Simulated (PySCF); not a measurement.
As3PS2Se: core ionisation energies

Compound: PAs3SSSe nortricyclane, As3PS2Se.
Bonds: P1–S2, P1–S5, P1–Se7, S2–As3, As3–As4, As3–As6, As4–S5, As4–As6, As6–Se7.

Method: delta-SCF UKS SCAN, pcX-2 on the ionised atom, pcseg-1 elsewhere, spin-free X2C in PySCF 2.14.0. Each binding energy is the total energy of the core-ionised species, with the hole localised on one atom, minus that of the ground state; both are solved self-consistently, so orbital relaxation is included.

List the computed XPS lines with their assignment.

| atom(s) | environment | level | binding energy (eV) | 2p1/2 (eV) | count |
| --- | --- | --- | --- | --- | --- |
| S2/S5 | sulfur bonded to As and P | S 1s | 2476.94 | – | 2 |
| P1 | phosphorus bonded to 2 S and Se | P 1s | 2151.23 | – | 1 |
| P1 | phosphorus bonded to 2 S and Se | P 2p3/2 | 137.52 | 138.41 | 1 |

Which photon energy gives electrons from S 1s of S2/S5 a kinetic energy of 50 eV, and what is their de Broglie wavelength?

hν = 2476.94 + 50 = 2526.94 eV, recoil neglected; λ = 12.264 Å/√(E/eV) = 1.73 Å.

Which effective nuclear charge Zeff reproduces each element's mean 1s value in the hydrogen-like formula E = 13.606 eV × Zeff²?

P (Z = 15): mean 2151.2 eV, Zeff = 12.57, Z − Zeff = 2.43; S (Z = 16): mean 2476.9 eV, Zeff = 13.49, Z − Zeff = 2.51. Means run over the listed sites, weighted by atom count.

Atoms equivalent by their bonding share one computed value, that of the first of them. Not every level is listed. For 2p shells one spin-free hole was relaxed; a mean-field spin–orbit operator and the ground-state splitting of the three 2p orbitals were then diagonalised within the shell. The shell's mean is (2 × 2p3/2 + 2p1/2)/3, and the degeneracies 2j + 1 give areas of 2:1. 2p1/2 minus 2p3/2 (ligand field included): P 0.89 eV. No level of arsenic or selenium is listed. Geometry: PBE0-D3(BJ)/def2-SVP, one conformer, isolated molecule.
